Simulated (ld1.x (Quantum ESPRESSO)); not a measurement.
Transferability test, ultrasoft potential for Bi (Z = 83)

- Element: Bi (Z = 83)
- Generator: ld1.x (Quantum ESPRESSO) 7.5
- Type: ultrasoft
- Functional: PBEsol
- Relativity: scalar-relativistic
- Frozen core: [Xe] 4f14
- Valence charge: 15
- Reference configuration: 5d10 6s2 6p3
- Partial waves: 6s (bound): rcut 1.55, rcutus 1.85 bohr; 6s channel at 1 Ry: rcut 1.55, rcutus 1.85 bohr; 6p (bound): rcut 2.50, rcutus 2.95 bohr; 6p channel at 0.25 Ry: rcut 2.50, rcutus 2.95 bohr; 5d (bound): rcut 0.95, rcutus 1.10 bohr; 5d channel at -0.6 Ry: rcut 0.95, rcutus 1.10 bohr
- Local potential: all-electron potential smoothed inside 2.05 bohr (lloc = -1)
- Core correction: Bessel-smoothed model core, default radius (core density twice the valence density)
- Augmentation charge: built from norm-conserving waves at rcut, not smoothed further

Energies are relative to the spin-unpolarised reference configuration 5d10 6s2 6p3; without spin polarisation the order of configurations can differ from experiment.

```tsv
valence configuration	charge	ΔE all-electron (eV)	error AE − PS (meV)
5d10 6s2 6p2	+1	7.949	-4.4
5d10 6s2 6p1	+2	23.239	-17
5d10 6s1 6p0	+4	92.074	-60
5d10 6s0 6p5	0	20.574	-27
5d10 6s2 6p2.5	+0.5	3.113	-1.5
```

(1) What are ΔE and the potential's error for 5d10 6s2 6p0?

(2) What are ΔE and the potential's error for 5d9 6s2 6p3?

Levels in the configuration 5d10 6s0 6p5:

| level | all-electron (eV) | pseudo (eV) |
| --- | --- | --- |
| 5d | -30.212 | -30.343 |
| 6p | -5.892 | -5.888 |

## Answers

(1) ΔE = 46.596 eV all-electron; the error (AE − PS) is -42 meV.

(2) ΔE = 33.312 eV all-electron; the error (AE − PS) is -129 meV.
